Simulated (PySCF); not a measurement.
Species: C8H7F.
Structure used (GFN2-xTB), in Å, numbered top down from 1:
```
atom  x, y, z in Å
F1     0.029    0.609   -2.488
C2     0.037    0.369   -1.153
C3    -0.295   -1.021   -0.607
C4     0.847   -1.302    0.340
C5     1.534   -0.189    0.604
C6     1.044    0.930   -0.202
C7    -0.477    1.324   -0.124
C8    -1.370    0.564    0.750
C9    -1.336   -0.736    0.449
H10   -0.531   -1.786   -1.341
H11    0.975   -2.263    0.804
H12    2.343   -0.090    1.305
H13    1.705    1.740   -0.469
H14   -0.683    2.360   -0.347
H15   -1.962    1.025    1.519
H16   -1.868   -1.526    0.948
```

The calculation used TDDFT PBE0/def2-SVPD, vertical, gas phase, core orbitals frozen in the response in PySCF 2.14.0, density-fitted response routines.

Ground-to-excited transition dipoles (e·a0, same axes as the geometry; the sign carries no meaning), for the states with f of 0.002 or more among the lowest 6:

```
state  E (hartree)      μx      μy      μz
   S1       0.2029   0.482  -0.127  -0.024
   S2       0.2111  -0.041  -0.160   0.041
   S3       0.2388  -0.205   0.011   0.014
   S4       0.2396  -0.384  -0.837   0.103
   S5       0.2399  -0.493   0.409  -0.001
   S6       0.2478  -0.403   0.108   0.021
```

Problem. What oscillator strength does each state have?

Solution. f = (2/3) ΔE |μ|² with ΔE in hartree (27.2114 eV).

```json
{"state": "S1", "|μ|² (au)": "0.249", "|μ| (D)": "1.27", "f": "0.034"}
{"state": "S2", "|μ|² (au)": "0.029", "|μ| (D)": "0.43", "f": "0.004"}
{"state": "S3", "|μ|² (au)": "0.042", "|μ| (D)": "0.52", "f": "0.007"}
{"state": "S4", "|μ|² (au)": "0.859", "|μ| (D)": "2.36", "f": "0.137"}
{"state": "S5", "|μ|² (au)": "0.411", "|μ| (D)": "1.63", "f": "0.066"}
{"state": "S6", "|μ|² (au)": "0.174", "|μ| (D)": "1.06", "f": "0.029"}
```

Problem. Which bond between heavy atoms lies closest to the direction of the S4 transition dipole?

Solution. C2–C3 and C4–C5, at 18° from it; next C8–C9 at 32°.

Problem. What angle do the transition dipoles of S4 and S6 make?

Solution. |cos θ| = |μa·μb| / (|μa| |μb|) = 0.17, so θ ≈ 80° (taken between 0 and 90°, since the signs are arbitrary).

Problem. How is the summed strength of these states shared among x, y and z?

Solution. (2/3) Σ ΔE μα² gives 0.128 for x, 0.146 for y and 0.002 for z, 0.276 in all.

Problem. What peak molar absorption coefficient would the strongest computed level give as a lone Gaussian band 0.4 eV wide at half height?

Solution. ε(max) = 2.175×10⁸ f / FWHM, with the width in cm⁻¹. S4: 2.175×10⁸ × 0.1372 / 3226 ≈ 9300 L mol⁻¹ cm⁻¹.

On one thread, Arm Neoverse V1 (aarch64), no GPU (shared host), this took 52 s of wall time (grids of density and orbitals included) and 0.94 GiB of memory at its peak.

One conformer stands for the species.
